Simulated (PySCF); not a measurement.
# OsO2(H2O)3 at several levels of theory

Computed with PySCF 2.14.0 (density fitting, no spin-orbit coupling) at the geometry relaxed with r2SCAN:

```xyz
12
OsO2(H2O)3 (singlet)
Os    0.0000    0.0000    0.0000
O     0.0000    0.0000    1.7331
O     0.0000    0.0000   -1.7331
O     2.4450    0.0000    0.0000
H     3.0212   -0.7737    0.0000
H     3.0212    0.7737    0.0000
O    -1.2225    2.1174    0.0000
H    -0.8405    3.0033    0.0000
H    -2.1807    2.2295    0.0000
O    -1.2225   -2.1175    0.0000
H    -2.1806   -2.2296    0.0000
H    -0.8405   -3.0033    0.0000
```

```csv
level,basis,state,HOMO (eV),gap (eV),charge on Os1 (e),dipole about the centre of mass (D),largest force component (eV/Å)
r2SCAN,"Os def2-SVP with ECP60, O def2-SVP, H def2-SVP",singlet,-3.23,1.20,0.53,0.00,0.08
PBE,the same,singlet,-3.03,0.87,0.34,0.00,0.60
r2SCAN,"Os def2-TZVP with ECP60, O def2-TZVP, H def2-TZVP",singlet,-3.48,1.10,0.87,0.00,0.27
r2SCAN,"Os x2c-SVPall, O x2c-SVPall, H x2c-SVPall",singlet,-3.30,1.17,0.22,0.00,0.76
```

Charges are Mulliken's, which hang on the basis. The relaxation used the grid (50, 194), these runs (75, 302) or, all-electron (x2c bases, spin-free X2C Hamiltonian), (99, 590).

**Question.** A further run in the first row's basis gives HOMO (eV) -3.71, gap (eV) 1.92, charge on Os1 (e) 0.52, dipole about the centre of mass (D) 0.00, largest force component (eV/Å) 0.23. Which level was it?
A. revPBE
B. CAM-B3LYP
C. TPSSh

**Answer.** C. The others give HOMO -2.97 eV (revPBE); -6.18 eV (CAM-B3LYP).

In the first row's basis the gap widens with exact exchange: 0.9 to 1.2 eV for PBE, revPBE, r2SCAN (none); 1.9 eV for TPSSh (a fixed share); 6.0 eV for CAM-B3LYP (rising or full at long range).

No frequency check is given that shows the relaxed geometry to be a minimum.

Small gap, closed shell not tested for a spin-broken solution: revPBE, PBE, TPSSh.
